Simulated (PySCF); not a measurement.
PySCF job for C4H5NSi, SMILES C#C[C@@H]([SiH3])C#N, PBE-D3(BJ)/def2-SVP. Geometry: PBE-D3(BJ)/def2-SVP. The structure was generated by enumeration; whether it is a known compound was not checked.

```python
import numpy as np
from pyscf import gto, scf, dft, df
from pyscf.hessian import thermo

mol = gto.M(
    atom='''
    C     2.32202967   -1.03800368   -0.61577171
    C     1.37200617   -0.30542175   -0.38379754
    C     0.19316540    0.52198465   -0.14527783
    Si   -1.36310023   -0.36799358   -0.90747167
    C    -0.05924056    0.80821182    1.26752066
    N    -0.30913181    1.01992863    2.39275574
    H     3.17327652   -1.67507234   -0.81133972
    H     0.28600896    1.49142650   -0.68735491
    H    -1.53309849   -1.68325291   -0.21304819
    H    -2.55893662    0.51441843   -0.69942241
    H    -1.08768853   -0.55573637   -2.36956302
    ''',
    basis='def2-SVP',
    charge=0,
    spin=0,
    max_memory=1600,
    verbose=3,
)
mf = dft.RKS(mol, xc='pbe').density_fit(auxbasis='def2-universal-jkfit')
mf.disp = 'd3bj'
mf.grids.level = 3
mf.conv_tol = 1e-11
mf.max_cycle = 100
mf.kernel()

# [left out here: the lines that compute and print the analytic Hessian (its translational invariance restored by hand, since the grid's response is missing), thermochemistry and intensities]
```

Program output:

```
converged SCF energy = -498.918921527525

WARN: DFTD3 does not support analytical Hessian, using finite difference


WARN: Mole.unit (angstrom) is changed to Bohr

Mode                                 0                   1                   2
Irrep
Freq [cm^-1]                      114.9144            121.9664            152.9801
Reduced mass [au]                   4.3381              4.3040              1.5965
Force const [Dyne/A]                0.0338              0.0377              0.0220
Char temp [K]                     165.3362            175.4826            220.1043
Normal mode                   x     y     z       x     y     z       x     y     z
       0   C                 0.10  0.06  0.13    0.07 -0.00 -0.06    0.07  0.02 -0.03
       1   C                 0.01 -0.01 -0.00    0.06 -0.03 -0.02    0.02 -0.06  0.02
       2   C                -0.02 -0.04 -0.05    0.07 -0.02 -0.02    0.01 -0.08  0.03
       3  Si                -0.08  0.02 -0.01   -0.01  0.04  0.08   -0.03  0.02 -0.01
       4   C                 0.02 -0.03 -0.05    0.00 -0.02 -0.03    0.00 -0.03  0.02
       5   N                 0.09 -0.05 -0.03   -0.15 -0.03 -0.06   -0.03  0.09 -0.01
       6   H                 0.16  0.12  0.24    0.07  0.01 -0.08    0.11  0.08 -0.06
       7   H                -0.02 -0.04 -0.06    0.08 -0.02 -0.02    0.02 -0.08  0.03
       8   H                -0.18  0.06  0.05   -0.12  0.13  0.23    0.13 -0.19 -0.35
       9   H                -0.01  0.13 -0.03    0.08  0.18  0.02   -0.05 -0.10  0.38
      10   H                -0.12 -0.06 -0.00   -0.08 -0.15  0.09   -0.20  0.43 -0.09
Mode                                 3                   4                   5
Irrep
Freq [cm^-1]                      156.3754            345.4814            403.9388
Reduced mass [au]                   2.1155              5.9068              4.8601
Force const [Dyne/A]                0.0305              0.4154              0.4672
Char temp [K]                     224.9894            497.0708            581.1780
Normal mode                   x     y     z       x     y     z       x     y     z
       0   C                 0.04  0.05 -0.08    0.02  0.04 -0.06   -0.02 -0.06 -0.03
       1   C                -0.00 -0.05  0.04   -0.03 -0.10  0.16    0.16  0.14  0.10
       2   C                -0.02 -0.08  0.06    0.00  0.01 -0.02    0.02 -0.02  0.00
       3  Si                -0.01 -0.00 -0.04    0.00  0.00  0.00   -0.04 -0.02 -0.02
       4   C                -0.01 -0.03  0.06   -0.05  0.14 -0.06   -0.06  0.01 -0.02
       5   N                 0.02  0.09  0.04    0.04 -0.08 -0.00    0.03 -0.00  0.00
       6   H                 0.08  0.12 -0.17    0.04  0.10 -0.18   -0.10 -0.16 -0.10
       7   H                -0.00 -0.08  0.07    0.13 -0.07 -0.15   -0.09 -0.01 -0.01
       8   H                -0.31  0.11  0.10    0.06 -0.01 -0.00   -0.17 -0.02 -0.05
       9   H                 0.07  0.18 -0.35   -0.01 -0.03  0.04    0.08  0.12  0.08
      10   H                 0.20 -0.22  0.03   -0.03  0.02 -0.01   -0.15  0.00 -0.04
Mode                                 6                   7                   8
Irrep
Freq [cm^-1]                      437.8089            515.4599            563.8964
Reduced mass [au]                   5.3296              1.8588              5.3306
Force const [Dyne/A]                0.6019              0.2910              0.9987
Char temp [K]                     629.9095            741.6321            811.3213
Normal mode                   x     y     z       x     y     z       x     y     z
       0   C                 0.02 -0.01  0.01   -0.01 -0.01  0.01   -0.08  0.05  0.00
       1   C                 0.02  0.01 -0.03   -0.01  0.01 -0.08   -0.04  0.04  0.13
       2   C                 0.02 -0.00  0.03   -0.05 -0.08  0.01   -0.04 -0.01 -0.01
       3  Si                -0.05 -0.03 -0.02    0.06  0.01  0.05    0.01 -0.00  0.02
       4   C                 0.16  0.14  0.04   -0.07  0.06 -0.03    0.14 -0.09 -0.04
       5   N                -0.07 -0.05  0.03    0.02 -0.02  0.00   -0.01  0.00 -0.10
       6   H                 0.01 -0.03  0.02    0.02  0.02  0.06   -0.07  0.09 -0.07
       7   H                -0.05 -0.06 -0.09   -0.25 -0.14 -0.14   -0.07 -0.01 -0.02
       8   H                -0.16 -0.09 -0.16   -0.34 -0.09 -0.23   -0.13 -0.05 -0.12
       9   H                -0.06 -0.02 -0.12    0.24  0.26  0.04    0.06  0.07 -0.04
      10   H                 0.14  0.09 -0.00    0.19  0.24  0.04    0.17  0.14  0.03
Mode                                 9                  10                  11
Irrep
Freq [cm^-1]                      617.8648            629.3335            674.5926
Reduced mass [au]                   1.3070              1.2413              1.2549
Force const [Dyne/A]                0.2940              0.2897              0.3365
Char temp [K]                     888.9699            905.4708            970.5886
[...]
       7   H                 0.17  0.18  0.05    0.02  0.00  0.02    0.10  0.00  0.09
       8   H                -0.37 -0.13 -0.24    0.42  0.11  0.33   -0.23 -0.03 -0.15
       9   H                 0.11  0.15 -0.04    0.30  0.37  0.25   -0.05 -0.20  0.61
      10   H                 0.10  0.18  0.00    0.48  0.26  0.05    0.37 -0.49  0.12
Mode                                15                  16                  17
Irrep
Freq [cm^-1]                      902.9460            928.8892           1033.0759
Reduced mass [au]                   1.0422              3.5751              1.7895
Force const [Dyne/A]                0.5006              1.8175              1.1252
Char temp [K]                    1299.1383           1336.4647           1486.3662
Normal mode                   x     y     z       x     y     z       x     y     z
       0   C                 0.00 -0.00 -0.00    0.06 -0.04 -0.02    0.05 -0.04 -0.01
       1   C                 0.00 -0.00 -0.00    0.04 -0.04  0.04    0.01 -0.05  0.01
       2   C                -0.01  0.00  0.01   -0.11  0.07 -0.16   -0.02  0.09  0.13
       3  Si                 0.02 -0.01 -0.02    0.01  0.01 -0.00   -0.00  0.00 -0.01
       4   C                 0.00  0.00 -0.01    0.02 -0.03  0.06    0.00 -0.01 -0.03
       5   N                 0.00 -0.00 -0.01   -0.02  0.02  0.07    0.01 -0.01 -0.06
       6   H                 0.00 -0.00 -0.00    0.06 -0.04 -0.07    0.08 -0.02 -0.01
       7   H                 0.00  0.00  0.01   -0.23  0.03 -0.24   -0.70  0.10  0.02
       8   H                -0.45  0.32  0.50   -0.05  0.01 -0.02    0.05  0.01  0.02
       9   H                -0.20 -0.34  0.19    0.02 -0.02  0.21    0.00  0.01  0.03
      10   H                 0.02  0.45 -0.07    0.19 -0.09  0.05   -0.06 -0.07 -0.01
Mode                                18                  19                  20
Irrep
Freq [cm^-1]                     1040.7495           1233.6856           2167.7240
Reduced mass [au]                   1.6902              1.6538              5.8432
Force const [Dyne/A]                1.0786              1.4830             16.1775
Char temp [K]                    1497.4068           1774.9990           3118.8722
Normal mode                   x     y     z       x     y     z       x     y     z
       0   C                 0.05 -0.04 -0.01   -0.03  0.02  0.01   -0.12  0.09  0.03
       1   C                 0.03 -0.01 -0.01   -0.02 -0.02  0.02    0.17 -0.13 -0.04
       2   C                -0.16  0.02  0.02    0.10 -0.08 -0.12   -0.03  0.02  0.01
       3  Si                 0.01 -0.01  0.01   -0.00  0.00  0.00   -0.00  0.00  0.00
       4   C                 0.02  0.04 -0.02   -0.00  0.04  0.00   -0.00 -0.00 -0.00
       5   N                 0.00 -0.01 -0.04   -0.01 -0.00  0.03   -0.00  0.00  0.00
       6   H                 0.05 -0.05 -0.01   -0.03  0.04 -0.01   -0.23  0.18  0.05
       7   H                 0.31  0.30  0.59   -0.43  0.33  0.52   -0.02  0.01 -0.00
       8   H                -0.06 -0.03 -0.05   -0.01  0.00  0.01   -0.00 -0.04  0.02
       9   H                 0.06  0.07  0.00   -0.02 -0.03 -0.02    0.01 -0.01 -0.00
      10   H                -0.00  0.02  0.01    0.04  0.02  0.00    0.02 -0.01 -0.07
Mode                                21                  22                  23
Irrep
Freq [cm^-1]                     2182.4678           2201.9584           2216.1575
Reduced mass [au]                   1.0223              1.0558              1.0520
Force const [Dyne/A]                2.8688              3.0160              3.0440
Char temp [K]                    3140.0852           3168.1279           3188.5572
Normal mode                   x     y     z       x     y     z       x     y     z
       0   C                 0.01 -0.00 -0.00   -0.01  0.01  0.00   -0.00  0.00  0.00
       1   C                -0.01  0.01  0.00    0.01 -0.01 -0.00    0.00 -0.00 -0.00
       2   C                 0.00 -0.00 -0.00   -0.00  0.00 -0.00   -0.00  0.00  0.00
       3  Si                 0.02 -0.00  0.01    0.02 -0.02 -0.03    0.00 -0.03  0.02
       4   C                -0.00  0.00  0.00   -0.00  0.00  0.00    0.00 -0.00 -0.00
       5   N                 0.00 -0.00 -0.00    0.00 -0.00 -0.00   -0.00  0.00  0.00
       6   H                 0.01 -0.01 -0.00   -0.02  0.01  0.00   -0.01  0.00  0.00
       7   H                 0.00 -0.00  0.00   -0.00  0.00 -0.00   -0.00 -0.01  0.00
       8   H                -0.03 -0.31  0.16    0.02  0.09 -0.06    0.10  0.80 -0.42
       9   H                -0.59  0.44  0.11   -0.48  0.35  0.08   -0.17  0.11  0.04
      10   H                 0.11 -0.07 -0.53   -0.14  0.09  0.74    0.06 -0.05 -0.28
Mode                                24                  25                  26
Irrep
Freq [cm^-1]                     2286.2314           2962.8721           3407.3948
Reduced mass [au]                  12.4838              1.0825              1.1594
Force const [Dyne/A]               38.4449              5.5989              7.9309
Char temp [K]                    3289.3779           4262.9133           4902.4824
Normal mode                   x     y     z       x     y     z       x     y     z
       0   C                 0.00 -0.00 -0.00    0.00 -0.00 -0.00   -0.08  0.06  0.02
       1   C                -0.00  0.00  0.00   -0.00  0.00  0.00    0.02 -0.02 -0.01
       2   C                -0.01  0.00  0.03    0.01  0.07 -0.04   -0.00  0.00  0.00
       3  Si                 0.00  0.00 -0.00    0.00  0.00 -0.00   -0.00 -0.00 -0.00
       4   C                 0.05 -0.04 -0.22    0.00  0.00 -0.00   -0.00  0.00  0.00
       5   N                -0.03  0.03  0.16   -0.00  0.00  0.00    0.00 -0.00 -0.00
       6   H                 0.01 -0.00 -0.00    0.00 -0.00 -0.00    0.73 -0.54 -0.17
       7   H                 0.00  0.01  0.02   -0.08 -0.83  0.47   -0.00  0.00 -0.00
       8   H                -0.01 -0.02  0.01   -0.00 -0.01  0.00    0.00  0.00  0.00
       9   H                -0.02  0.01  0.00    0.00 -0.00  0.00    0.00  0.00  0.00
      10   H                -0.00 -0.00  0.01   -0.00 -0.00  0.00    0.00  0.00  0.00
temperature 298.1500 [K]
pressure 101325.00 [Pa]
Rotational constants [GHz] 2.98429 2.61888 1.49596
Symmetry number 1
Zero-point energy (ZPE) 0.06789 [Eh]   178238.944 [J/mol]
                           tot       elec      trans        rot        vib
Entropy [J/mol/K]       355.884      0.000    165.563    115.940     74.381
Cv [J/mol/K]            112.494      0.000     12.472     12.472     87.551
Cp [J/mol/K]            120.809      0.000     20.786     12.472     87.551
Internal energy [J/mol]                      3718.434   3718.434 190908.802
Internal energy [Eh]   -498.84338  -498.91892
Enthalpy [J/mol]                             6197.391   3718.434 190908.802
Enthalpy [Eh]          -498.84243
Gibbs free energy [J/mol]                  -43165.351 -30849.096 168732.232
Gibbs free energy [Eh] -498.88285
mode   freq/cm-1   IR/(km/mol)
   1      114.91         1.226
   2      121.97         2.427
   3      152.98         0.557
   4      156.38         0.940
   5      345.48         6.344
   6      403.94        14.373
   7      437.81         2.644
   8      515.46        12.716
   9      563.90         0.685
  10      617.86        15.168
  11      629.33        38.310
  12      674.59        32.930
  13      730.19         8.425
  14      867.72       215.127
  15      902.55        32.353
  16      902.95        37.252
  17      928.89         5.164
  18     1033.08         8.579
  19     1040.75        11.473
  20     1233.69         1.012
  21     2167.72         3.142
  22     2182.47        59.088
  23     2201.96        78.981
  24     2216.16        62.256
  25     2286.23        17.159
  26     2962.87         2.839
  27     3407.39        85.234
max |gradient| / (hartree/bohr): 3.708258514018126e-05
APT charges: [-0.2643 -0.0278 -0.1421  1.012   0.0827 -0.2577  0.2145  0.0304 -0.1994
 -0.2292 -0.219 ]
```

The run converged.
